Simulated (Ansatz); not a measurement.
# Ligand exchange: NaCl + GeH2(GeH3)(OH) → NaOH + GeH2(GeH3)Cl

Gas-phase species: NaCl, singlet; GeH2(GeH3)(OH), singlet; NaOH `[OH][Na]`, singlet; GeH2(GeH3)Cl, singlet. The partners trade Cl for OH: Na–Cl and Ge–OH bonds give way to Na–OH and Ge–Cl.

Shapes, held fixed at every level: PBE0-D4/def2-TZVP. Flexible molecules stand in one conformer, not always the lowest. Programs: Ansatz 0.2.0. The zero-point and thermal change to 298 K, harmonic and unscaled (PBE0-D4/def2-TZVP), is -2.8 kJ/mol.

Task: Estimate ΔH(298 K) of this reaction.

Result: The highest level, CCSD(T)/def2-TZVPP, gives ΔH(298 K) = +96.1 kJ/mol; the levels span +89.3 to +118.3. The column of differences is taken from that level and isn't an error. No measured value is set beside it here. Relativity is left out for Ge. Outer-core shells of Ge, Na are correlated, in sets that cover them unevenly. Sets without diffuse functions underbind ionic bonds of s-block metals. Times are processor times on shared x86 and Arm servers, and rough.

```csv
level,kind,ΔH(298 K) (kJ/mol),less CCSD(T)/def2-TZVPP,CPU time (sum over the molecules)
HF/def2-TZVPP,Hartree–Fock,+118.3,+22.2,–
SPW92/def2-TZVPP,LDA,+89.3,-6.8,12 s
BHLYP-D4/def2-TZVPP,global hybrid,+100.2,+4.1,26 s
PBE0-D4/def2-TZVPP,global hybrid,+95.1,-1.0,26 s
r2SCAN0-D4/def2-TZVPP,global hybrid,+99.7,+3.6,44 s
wB97M-V/def2-TZVPP,range-separated hybrid,+94.8,-1.3,96 s
CCSD(T)/def2-TZVPP,coupled cluster or CI,+96.1,0.0,–
```
